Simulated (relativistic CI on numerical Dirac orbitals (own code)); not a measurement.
**How well does a small relativistic CI reproduce Tl³⁺?**

Calculated at this level of theory: Dirac-Coulomb-Breit CI, orbitals from a KLI potential per configuration, model QED (radiative potential, 1s self-energy scaled to tabulated hydrogen-like ionisation energies), valence Slater integrals scaled by 0.85, configuration energies shifted to the measured levels that pair with them (semi-empirical) (own radial code, finite nucleus).

Configuration list (outside the closed core [Xe] 4f14): 5d¹⁰, 5d⁹6s, 5d⁹6p, 5d⁹5f, 5d⁸6s², 5d⁹6d, 5d⁹7s, 5d⁸6s6p, 5d⁸5f², 5d⁹7p, 5d⁹7d, 5d⁹6f, 5d⁹5g, 5d⁹7f, 5d⁹6g, 5d⁸6p², 5d⁸6s7s, 5d⁸5f6s, 5d⁸6p7s. Levels of other configurations are missing.

| Configuration | Term (tabulated) | J | Measured (cm⁻¹) | Computed | Error | Purity (%) |
| --- | --- | --- | --- | --- | --- | --- |
| 5d¹⁰ | 1S | 0 | 0.0 | 0 | 0 | 99 |
| 5d⁹6s | 3D | 3 | 75052.0 | 75345 | 293 | 100 |
| 5d⁹6s | 3D | 2 | 78647.0 | 79017 | 370 | 59 |
| 5d⁹6s | 3D | 1 | 93676.0 | 93182 | -494 | 100 |
| 5d⁹6s | 1D | 2 | 96727.0 | 96434 | -293 | 59 |
| 5d⁹6p | ³P° (computed) | 2 | 147635.0 | 148971 | 1336 | 68 |
| 5d⁹6p | ³F° (computed) | 3 | 149841.0 | 151283 | 1442 | 50 |
| 5d⁹6p | ³F° (computed) | 2 | 166435.0 | 166824 | 389 | 77 |
| 5d⁹6p | ³P° (computed) | 1 | 167499.0 | 167499 | 0 | 69 |
| 5d⁹6p | ³F° (computed) | 4 | 167672.0 | 167365 | -307 | 99 |
| 5d⁹6p | ¹D° (computed) | 2 | 170334.0 | 170632 | 298 | 68 |
| 5d⁹6p | ³D° (computed) | 3 | 172272.0 | 172209 | -63 | 73 |
| 5d⁹6p | ¹P° (computed) | 1 | 175290.0 | 176114 | 824 | 82 |
| 5d⁹6p | ³F° (computed) | 3 | 187667.0 | 186743 | -924 | 48 |
| 5d⁹6p | ³D° (computed) | 1 | 188233.0 | 187356 | -877 | 56 |
| 5d⁹6p | ³D° (computed) | 2 | 190144.0 | 189342 | -802 | 57 |

Measured levels from Moore, Atomic Energy Levels, vol. III, NSRDS-NBS 35 (1971 reprint of NBS Circular 467, 1958); pairs were made by configuration, J and term (by order where the table uses no LS term), so strongly mixed levels may be paired wrongly. The analysis dates from before 1960.

Mean error by configuration (cm⁻¹): 5d⁹6s -31; 5d⁹6p 120. Over the excited levels the mean absolute error is 581 cm⁻¹ (15 of the 15 excited levels that our extract of the source holds in range could be paired), and the median relative error of those above 1,000 cm⁻¹ is 0.42 %, both after the shifts were fitted to these levels, so that a configuration with one level shows no error.

Configurations whose levels could be paired with our table of measured levels were shifted onto them, all but the ground configuration, by the median error of their levels; single terms can still be off by 1,000 to 2,000 cm⁻¹ or more, and rates follow the energies as ν³ (E1, M1) or ν⁵ (E2). The others borrow a shift and can be off by several thousand cm⁻¹ or more. The fine structure of a lone outer electron comes out too small, for d and f at times inverted, and misplaced configurations move strength between like terms. 15 of the 15 excited levels that our extract of the measured tables holds in this range could be paired (the sources list more); they are missed by 581 cm⁻¹ on average and 1442 at most, after the shifts were fitted to these levels, and levels without a partner can miss by more.

Shifts applied (cm⁻¹): 5d¹⁰ 0; 5d⁹6s -8429; 5d⁹6p -6057.
